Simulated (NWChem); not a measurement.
System: CH₃BrSn, singlet; SMILES [CH3][Sn][Br]

The following NWChem deck was run.

```
start job
memory heap 200 mb stack 900 mb global 1100 mb
geometry units angstroms noautoz
  Sn     0.314527     0.921047    -0.005113
  Br    -0.060524    -1.605052     0.006405
  C     -1.828416     1.400167    -0.001734
  H     -2.293418     0.986783     0.908518
  H     -2.316127     0.920822    -0.866104
  H     -2.004595     2.486308    -0.037833
end
basis spherical
  * library def2-svp
end
ecp
  Sn library def2-ecp
end
dft
  xc b3lyp
  iterations 150
  mulliken
end
task dft energy
```

NWChem printed, in part:

```
             Northwest Computational Chemistry Package (NWChem) 7.3.0
             --------------------------------------------------------

 C1  symmetry detected

                             Geometry "geometry" -> ""
                             -------------------------

 Output coordinates in angstroms (scale by  1.889725989 to convert to a.u.)

  No.       Tag          Charge          X              Y              Z
 ---- ---------------- ---------- -------------- -------------- --------------
    1 Sn                  50.0000     0.35115882     0.89489725    -0.00004745
    2 Br                  35.0000    -0.00784904    -1.63355790    -0.00003404
    3 C                    6.0000    -1.79478925     1.36038501    -0.00044285
    4 H                    1.0000    -2.25957596     0.94026349     0.90682951
    5 H                    1.0000    -2.27713773     0.88156364    -0.86810590
    6 H                    1.0000    -1.97777529     2.44552681    -0.03250265

 Effective nuclear repulsion energy (a.u.)     519.5253760773

                                 NWChem DFT Module
                                 -----------------

 Summary of "ao basis" -> "ao basis" (spherical)
 ------------------------------------------------------------------------------
       Tag                 Description            Shells   Functions and Types
 ---------------- ------------------------------  ------  ---------------------
 Sn                         def2-svp                10       26   4s4p2d
 Br                         def2-svp                12       32   5s4p3d
 C                          def2-svp                 6       14   3s2p1d
 H                          def2-svp                 3        5   2s1p

            General Information
            -------------------
          SCF calculation type: DFT
          Wavefunction type:  closed shell.
          No. of atoms     :     6
          No. of electrons :    66
           Alpha electrons :    33
            Beta electrons :    33
          Charge           :     0
          Spin multiplicity:     1
          Use of symmetry is: off; symmetry adaption is: off
          Maximum number of iterations: 150
          AO basis - number of functions:    87
                     number of shells:    37
          Convergence on energy requested:  1.00D-06
          Convergence on density requested:  1.00D-05
          Convergence on gradient requested:  5.00D-04

              XC Information
              --------------
                         B3LYP Method XC Potential
                     Hartree-Fock (Exact) Exchange  0.200
                        Slater Exchange Functional  0.800 local
                    Becke 1988 Exchange Functional  0.720 non-local
              Lee-Yang-Parr Correlation Functional  0.810
                  VWN I RPA Correlation Functional  0.190 local

             Grid Information
             ----------------
          Grid used for XC integration:  medium
          Radial quadrature: Mura-Knowles
          Angular quadrature: Lebedev.
          Tag              B.-S. Rad. Rad. Pts. Rad. Cut. Ang. Pts.
          ---              ---------- --------- --------- ---------
          Sn                  1.45      123           9.0       590
          Br                  1.15      112          11.0       590
          C                   0.70       49          10.0       434
          H                   0.35       45          11.0       434
          Grid pruning is: on
          Number of quadrature shells:   419
          Spatial weights used:  Erf1

      Superposition of Atomic Density Guess
      -------------------------------------

 Sum of atomic energies:       -2860.30419908

      Non-variational initial energy
      ------------------------------

 Total energy =   -2825.198718
 1-e energy   =   -4528.302340
 2-e energy   =    1443.139508
 HOMO         =      -0.234592
 LUMO         =      -0.055664

     ---------------------------------------------
      Total Density - Mulliken Population Analysis
     ---------------------------------------------

    Atom       Charge   Shell Charges
 -----------   ------   -------------------------------------------------------
    1 Sn  22    20.99   1.60  0.43  1.20  0.68  3.27  2.72  0.63  0.39  9.77  0.31
    2 Br  35    35.62   2.00  2.00  2.00  1.38  0.59  6.00  5.99  2.43  3.23  8.23  1.73  0.05
    3 C    6     6.76   1.99  0.98  0.32  2.12  1.33  0.01
    4 H    1     0.88   0.65  0.20  0.03
    5 H    1     0.88   0.65  0.20  0.03
    6 H    1     0.88   0.66  0.19  0.03

   convergence    iter        energy       DeltaE   RMS-Dens  Diis-err
 ---------------- ----- ----------------- --------- --------- ---------
 d= 0,ls=0.0,diis     1  -2828.1203665651 -3.09D+03  1.67D-02  3.64D-01
 d= 0,ls=0.0,diis     2  -2828.0805178919  3.98D-02  9.94D-03  5.77D-01
 d= 0,ls=0.0,diis     3  -2828.1684900521 -8.80D-02  2.31D-03  2.40D-02
 d= 0,ls=0.0,diis     4  -2828.1722204975 -3.73D-03  6.44D-04  2.27D-03
 d= 0,ls=0.0,diis     5  -2828.1725131694 -2.93D-04  1.67D-04  4.04D-04
  Resetting Diis
 d= 0,ls=0.0,diis     6  -2828.1725670458 -5.39D-05  3.48D-05  8.33D-06
 d= 0,ls=0.0,diis     7  -2828.1725683197 -1.27D-06  1.20D-05  2.95D-07
 d= 0,ls=0.0,diis     8  -2828.1725682962  2.35D-08  7.40D-06  4.29D-07

         Total DFT energy =    -2828.172568296218
      One electron energy =    -4531.128440433346
           Coulomb energy =     1559.035184902302
    Exchange-Corr. energy =     -116.043426289511
 Nuclear repulsion energy =      259.964113524337

 Numeric. integr. density =       65.999999337436

                       DFT Final Molecular Orbital Analysis
                       ------------------------------------

 Vector   31  Occ=2.000000D+00  E=-2.837984D-01
              MO Center=  4.7D-03, -1.4D+00, -7.8D-04, r^2= 1.9D+00
   Bfn.  Coefficient  Atom+Function         Bfn.  Coefficient  Atom+Function
  ----- ------------  ---------------      ----- ------------  ---------------
    43      0.580880  2 Br pz                40      0.505083  2 Br pz
    37     -0.338767  2 Br pz                13      0.119922  1 Sn pz
    34      0.110162  2 Br pz                16      0.106597  1 Sn pz
    18      0.046577  1 Sn d -1              64     -0.043351  3 C  pz
    10     -0.040489  1 Sn pz                67     -0.039953  3 C  pz

 Vector   32  Occ=2.000000D+00  E=-2.812186D-01
              MO Center=  9.3D-02, -1.1D+00,  4.2D-04, r^2= 2.8D+00
   Bfn.  Coefficient  Atom+Function         Bfn.  Coefficient  Atom+Function
  ----- ------------  ---------------      ----- ------------  ---------------
    41      0.469169  2 Br px                38      0.413028  2 Br px
    42     -0.280745  2 Br py                35     -0.276187  2 Br px
    39     -0.249908  2 Br py                 3      0.190266  1 Sn s
    36      0.166522  2 Br py                11      0.146592  1 Sn px
     4      0.124761  1 Sn s                 14      0.114910  1 Sn px

 Vector   33  Occ=2.000000D+00  E=-2.340101D-01
              MO Center= -1.1D-01,  5.2D-01,  1.3D-04, r^2= 4.5D+00
   Bfn.  Coefficient  Atom+Function         Bfn.  Coefficient  Atom+Function
  ----- ------------  ---------------      ----- ------------  ---------------
    11      0.335226  1 Sn px                 3      0.329209  1 Sn s
    41     -0.326016  2 Br px                62     -0.319987  3 C  px
     4      0.279420  1 Sn s                 38     -0.261199  2 Br px
    61     -0.231134  3 C  s                 65     -0.226366  3 C  px
    14      0.174651  1 Sn px                35      0.174737  2 Br px

 Vector   34  Occ=0.000000D+00  E=-1.088159D-01
              MO Center=  3.2D-01,  7.7D-01, -6.8D-04, r^2= 3.8D+00
   Bfn.  Coefficient  Atom+Function         Bfn.  Coefficient  Atom+Function
  ----- ------------  ---------------      ----- ------------  ---------------
    16      0.594484  1 Sn pz                13      0.552131  1 Sn pz
    43     -0.248230  2 Br pz                10     -0.174386  1 Sn pz
     7     -0.162508  1 Sn pz                40     -0.159974  2 Br pz
    74     -0.118983  4 H  s                 79      0.116256  5 H  s
    37      0.107557  2 Br pz                73     -0.079312  4 H  s

 Vector   35  Occ=0.000000D+00  E=-2.646784D-02
              MO Center=  3.7D-01,  7.9D-01,  3.0D-04, r^2= 5.0D+00
   Bfn.  Coefficient  Atom+Function         Bfn.  Coefficient  Atom+Function
  ----- ------------  ---------------      ----- ------------  ---------------
    15      0.879927  1 Sn py                42      0.503757  2 Br py
    12      0.459665  1 Sn py                31      0.378987  2 Br s
     3     -0.308658  1 Sn s                 61     -0.303430  3 C  s
    39      0.225646  2 Br py                30      0.191441  2 Br s
    36     -0.156739  2 Br py                 9     -0.145766  1 Sn py

 Vector   36  Occ=0.000000D+00  E= 2.647266D-02
              MO Center= -1.9D-01,  9.2D-01,  7.1D-03, r^2= 6.2D+00
   Bfn.  Coefficient  Atom+Function         Bfn.  Coefficient  Atom+Function
  ----- ------------  ---------------      ----- ------------  ---------------
    61      1.546147  3 C  s                 14      1.099447  1 Sn px
     4     -0.641305  1 Sn s                 84     -0.361430  6 H  s
    65      0.357442  3 C  px                74     -0.343570  4 H  s
    79     -0.323931  5 H  s                 11      0.268448  1 Sn px
    42      0.257770  2 Br py                 3     -0.226163  1 Sn s

     ---------------------------------------------
      Total Density - Mulliken Population Analysis
     ---------------------------------------------

    Atom       Charge   Shell Charges
 -----------   ------   -------------------------------------------------------
    1 Sn  22    21.51   1.60  0.44  1.39  0.46  3.26  2.74  1.00  0.50  9.71  0.41
    2 Br  35    35.34   2.00  2.00  1.99  1.45  0.52  6.00  5.98  2.35  3.04  8.19  1.75  0.08
    3 C    6     6.30   1.99  0.90  0.27  2.08  1.05  0.02
    4 H    1     0.95   0.72  0.20  0.03
    5 H    1     0.95   0.72  0.20  0.03
    6 H    1     0.96   0.73  0.21  0.02

     -------------------------------------------
      Total Density - Lowdin Population Analysis
     -------------------------------------------

    Atom       Charge   Shell Charges
 -----------   ------   -------------------------------------------------------
    1 Sn  22    21.63   1.19  0.79  1.05  0.69  3.01  2.82  1.09  0.76  9.45  0.76
    2 Br  35    35.17   2.00  2.00  1.96  1.15  0.75  5.99  5.81  2.46  3.02  7.84  2.04  0.15
    3 C    6     6.30   1.97  0.60  0.35  1.86  1.47  0.04
    4 H    1     0.96   0.62  0.27  0.07
    5 H    1     0.96   0.62  0.27  0.07
    6 H    1     0.98   0.63  0.28  0.07

     Multipole analysis of the density
     ---------------------------------

     L   x y z        total         alpha         beta         nuclear
     -   - - -        -----         -----         ----         -------
     0   0 0 0      0.000000    -33.000000    -33.000000     66.000000

     1   1 0 0      0.001610      9.291120      9.291120    -18.580630
     1   0 1 0      1.087960     24.219528     24.219528    -47.351097
     1   0 0 1      0.000872     -0.000819     -0.000819      0.002511

     2   2 0 0    -38.641031    -84.037623    -84.037623    129.434215
     2   1 1 0      0.067034     29.059269     29.059269    -58.051504
     2   1 0 1     -0.009975      0.001367      0.001367     -0.012709
     2   0 2 0    -38.162693   -250.775818   -250.775818    463.388942
     2   0 1 1      0.004634     -0.007110     -0.007110      0.018854
     2   0 0 2    -34.834073    -20.232830    -20.232830      5.631587
```

Level: B3LYP/def2-SVP with def2 effective core potentials on Sn. Low-valent species are run as closed-shell singlets; no triplet was tried in these runs. Geometry: optimised at PBE0/def2-SVP. def2 effective core potentials on Sn; no spin-orbit coupling.
